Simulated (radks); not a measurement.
Problem. Te18+, configuration [Ar] 3d10 4s2 4p4 (the NIST ground configuration). All-electron calculation, scalar-relativistic Kohn-Sham, PBEsol, spin-polarised, spherical densities, finite nucleus; open shells are filled with parallel spins first (spin-orbit coupling, left out, can overturn this in heavy ions); Fermi nuclear charge, rms radius 4.7423 fm. Program: a radial shooting solver on a logarithmic mesh with Libxc functionals. Some entries of the table are withheld. Estimate them.

| orbital | occ. | eigenvalue (eV) | r(max) (bohr) | <r^2> (bohr^2) |
|---|---|---|---|---|
| 1s up | 1 | -32095.13 | 0.01794 | 0.001049 |
| 1s down | 1 | -32094.23 | 0.01794 | 0.001049 |
| 2s up | 1 | -5328.550 | 0.1014 | 0.01692 |
| 2s down | 1 | -5328.014 | 0.1014 | 0.01692 |
| 2p up | 3 | -4834.791 | 0.08121 | 0.01337 |
| 2p down | 3 | -4833.975 | 0.08122 | 0.01337 |
| 3s up | 1 | -1423.304 | 0.2914 | 0.1168 |
| 3s down | 1 | -1422.403 | 0.2915 | 0.1166 |
| 3p up | 3 | -1262.618 | 0.2847 | 0.1165 |
| 3p down | 3 | -1261.600 | 0.2847 | 0.1163 |
| 3d up | 5 | -1021.924 | 0.2354 | (1) |
| 3d down | 5 | -1020.923 | 0.2354 | (2) |
| 4s up | 1 | (3) | 0.6663 | 0.5398 |
| 4s down | 1 | (4) | 0.6655 | 0.5403 |
| 4p up | 3 | -515.4655 | (5) | 0.5818 |
| 4p down | 1 | -510.4869 | (6) | 0.5831 |

Solution. 
(1) 3d up <r^2> (bohr^2): 0.1006
(2) 3d down <r^2> (bohr^2): 0.1004
(3) 4s up eigenvalue (eV): -571.5690
(4) 4s down eigenvalue (eV): -566.5480
(5) 4p up r(max) (bohr): 0.6878
(6) 4p down r(max) (bohr): 0.6872
